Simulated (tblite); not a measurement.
Species: C4H6OSi.
Cartesian coordinates in Å at the GFN2-xTB level; atoms count from 1:
```xyz
12
C4H6OSi angstrom
C      1.9625   -0.2581   -0.3510
C      0.7963    0.2407   -0.0030
Si    -0.4668    1.5802    0.1308
C     -0.4678   -0.3197    0.5901
C     -1.3193   -1.1803   -0.2016
O     -2.1954   -1.8957    0.2277
H      2.1960   -1.3039   -0.2098
H      2.7390    0.3523   -0.7837
H     -0.4324    2.4853    1.2645
H     -1.2254    1.9737   -1.0415
H     -0.4526   -0.5673    1.6460
H     -1.1329   -1.1078   -1.2943
```

Calculated harmonic vibrations of the isolated species, GFN2-xTB (tblite), most abundant isotopes, no scaling. The method is semi-empirical: single wavenumbers can be off by several per cent or more. Modes of hydrogen on silicon can be 10 to 20 % off. One conformer, not necessarily the lowest.

Harmonic wavenumbers (cm⁻¹): 95.8, 143.0, 201.5, 271.2, 298.1, 447.4, 464.5, 522.8, 529.7, 568.3, 664.6, 712.4, 749.9, 891.0, 904.4, 921.4, 961.7, 1066.1, 1146.7, 1217.1, 1396.1, 1411.9, 1725.0, 1757.3, 2370.4, 2375.4, 2713.9, 3022.8, 3055.7, 3091.1.

A = 4271, B = 2172, C = 1548 MHz; mass 98.019 u (most abundant isotopes); point group C1, symmetry number 1.

Task: What is the zero-point energy?

Result: Half the sum of the wavenumbers: 17849 cm⁻¹ = 51.03 kcal/mol.

Task: What is S at 200 K and 1 bar for an ideal gas of classical rigid rotors and harmonic oscillators?

Result: Translation 37.70, rotation 26.32, vibration 9.56: S = 73.6 cal/(mol K).

Task: And Cp and H(200 K) − H(0)?

Result: Cp = 21.42 cal/(mol K), of which vibrations give 13.48 (their classical limit is 30 R = 59.6); H(200 K) − H(0) = 2.77 kcal/mol without the zero-point energy, 1.18 from vibrations.

Task: Which modes carry the vibrational entropy at 200 K?

Result: 95.8 cm⁻¹: 2.77; 143.0 cm⁻¹: 2.02; 201.5 cm⁻¹: 1.41; 271.2 cm⁻¹: 0.95; 298.1 cm⁻¹: 0.81; 447.4 cm⁻¹: 0.35 cal/(mol K); the other 24 give 1.26 together.

Task: Blend soft modes into free rotors: weight 1/[1 + (100 cm⁻¹/ν̃)⁴] for the oscillator and the rest for a rotor with moment μB/(μ + B), μ = h/(8π²ν), B = 10⁻⁴⁴ kg m². What vibrational entropy results?

Result: 9.48 cal/(mol K) in place of 9.56, which changes −T·S at 200 K by +0.02 kcal/mol.

Task: How do the functions run with temperature in this model?

Result: 
| T (K) | S (cal/(mol K)) | Cp (cal/(mol K)) | H − H(0) (kcal/mol) | G − H(0) (kcal/mol) | ln q(vib) |
| --- | --- | --- | --- | --- | --- |
| 50 | 53.7 | 9.9 | 0.43 | -2.26 | 0.09 |
| 100 | 61.7 | 13.7 | 1.01 | -5.16 | 0.52 |
| 298.15 | 83.5 | 28.6 | 5.23 | -19.67 | 3.38 |
| 373.15 | 90.4 | 33.3 | 7.55 | -26.19 | 4.61 |
| 500 | 101.1 | 39.5 | 12.19 | -38.35 | 6.72 |
| 750 | 118.8 | 48.0 | 23.21 | -65.92 | 10.73 |
| 1000 | 133.4 | 53.4 | 35.93 | -97.51 | 14.42 |

q(vib) and H(0) count from the zero-point level.

Task: What must be added to the electronic energy to get the Gibbs energy at 200 K and 1 bar?

Result: ZPE + [H(200 K) − H(0)] − T·S = 51.03 + 2.77 − 14.72 = 39.08 kcal/mol.

Hindered rotation and anharmonicity are outside this model. Other conformers, if any are populated, would add a mixing term that is left out. The structure is chiral; the term R ln 2 for an equal mix with its mirror image is left out.
